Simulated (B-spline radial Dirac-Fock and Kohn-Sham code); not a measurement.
Elastic and transport cross sections of osmium for electrons

Model: relativistic (Dirac) partial waves in the static field of the Dirac-Fock atom with Furness-McCarthy exchange, without polarisation or absorption potentials. Program: a radial finite-basis atomic code. Below a few hundred eV the neglected polarisation potential matters, most of all at small angles. σ_tr1 and σ_tr2 weight the cross section with 1 − P₁ and 1 − P₂ of cos θ; "backward" is the share scattered beyond 90°.

```tsv
energy (eV)	σ (a₀²)	σ_tr1 (a₀²)	σ_tr2 (a₀²)	σ/σ_tr1	backward (%)
50	42.0	16.6	23.4	2.52	18
58.2	42.2	13.7	21.2	3.08	14
58.5	42.2	13.6	21.1	3.10	14
91.7	38.8	6.90	13.3	5.63	4.5
95.3	38.3	6.50	12.6	5.89	4.1
100	37.7	6.05	11.9	6.23	3.5
111	36.2	5.21	10.4	6.96	2.6
195	26.7	3.46	6.08	7.72	3.0
200	26.3	3.46	6.02	7.60	3.1
212	25.3	3.47	5.90	7.29	3.6
300	19.8	3.67	5.55	5.41	6.7
442	?	?	?	?	?
464	14.9	3.67	4.61	4.07	10
500	14.3	3.60	4.37	3.96	10
573	13.2	3.45	3.89	3.84	11
589	13.0	3.41	3.79	3.83	11
742	11.6	3.03	3.00	3.83	11
920	10.5	2.62	2.38	3.99	11
1000	10.1	2.46	2.18	4.09	11
1090	9.66	2.29	2.00	4.22	11
1110	9.57	2.25	1.96	4.25	11
1460	8.40	1.75	1.52	4.81	9.4
```

Question: Fill in the row for 442 eV.

Answer: σ = 15.4 a₀², σ_tr1 = 3.70 a₀², σ_tr2 = 4.76 a₀², σ/σ_tr1 = 4.16, backward 9.7 %. The ratio σ/σ_tr1 is roughly the number of elastic collisions that randomise the direction.

Values without a named source are computed, but for edge energies of neutral atoms, which are taken from tables.
